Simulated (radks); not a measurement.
Results of a calculation; reference values are marked as such.
Excited configurations of the manganese ion Mn+: one electron is placed in a higher orbital outside [Ar] 3d5. The ground configuration is [Ar] 3d5 4s1. Level of theory: scalar-relativistic Kohn-Sham, PBE, spin-polarised, spherical densities, point nucleus; open shells are filled with parallel spins first (a radial shooting solver on a logarithmic mesh with Libxc functionals). Excitation = E - E(ground); binding = E(ion) - E, where the ion is the core of charge +2; n* = 2/sqrt(2 binding) in atomic units, and the quantum defect is n - n*.

| outer orbital | excitation (eV) | binding (eV) | quantum defect | <r> (bohr) |
|---|---|---|---|---|
| 4p | 4.956 | 11.343 | 1.810 | 3.388 |
| 4d | 10.284 | 6.014 | 0.992 | 5.556 |
| 4f | 12.695 | 3.603 | 0.114 | 8.573 |
| 5s | 9.378 | 6.920 | 2.196 | 6.203 |
| 5d | 12.666 | 3.633 | 1.130 | 10.44 |
| 6s | 12.388 | 3.911 | 2.270 | 10.99 |
| 6p | 12.998 | 3.301 | 1.940 | 12.59 |
| 7s | 13.762 | 2.537 | 2.368 | 17.09 |
| 7p | 14.093 | 2.205 | 2.032 | 19.22 |
| 7d | 14.595 | 1.704 | 1.348 | 24.22 |
| 7f | 14.992 | 1.307 | 0.548 | 30.65 |

The Delta-SCF ionisation energy is 16.299 eV (NIST Atomic Spectra Database: 15.640 eV, measured). Self-interaction in the functional shifts the binding energies and quantum defects, so they are the method's values and not measured ones. Open shells are spherical and high-spin; term and fine-structure splittings are not resolved.
